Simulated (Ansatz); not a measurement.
Reaction (redistribution): `[SiH3][SiH2]Br` + `[SiH3][SiH2][GeH2][SiH2][SiH3]` → `[SiH3][SiH2][SiH2][GeH2][SiH2][SiH3]` + `[SiH3]Br`

Calculated with Ansatz (gas phase, PBE0-D4/def2-TZVP geometries, no zero-point term in ΔE). CCSD(T)/CBS adds triple-zeta CCSD(T) − MP2 to the extrapolated MP2 energy (def2 sets, frozen cores). DFT in def2-TZVPP. B3LYP here is the variant with VWN-RPA as its local correlation; programs differ in this. For Br, Ge outer-core shells are correlated without core-valence functions, which leaves a few kJ/mol of doubt a bond. Scalar relativity is left out up to krypton. Each species was taken in one conformer, which may not be the lowest.

```
             level  ΔE (kcal/mol)  difference from CCSD(T)/CBS
       LDA (SPW92)           -2.0                          0.0
          B3LYP-D4           -2.0                          0.0
          BHLYP-D4           -2.0                          0.0
           ωB97M-V           -2.0                          0.0
            revPBE            0.4                          2.4
            r2SCAN           -1.3                          0.7
             B3LYP            0.1                          2.1
           r2SCAN0           -1.3                          0.7
         CAM-B3LYP           -0.3                          1.7
RPA@PBE/def2-TZVPP           -1.9                          0.1
       CCSD(T)/CBS           -2.0                            0
```

Largest T1 diagnostic among the species: 0.013.

From BLYP to BHLYP (50 % exact exchange), in def2-TZVPP and without D4, ΔE moves by −0.8 kcal/mol. In def2-TZVPP, CCSD(T) changes the Hartree–Fock value by −2.4 kcal/mol (the triples alone add −0.4 kcal/mol) and MP2 by −2.7 kcal/mol.
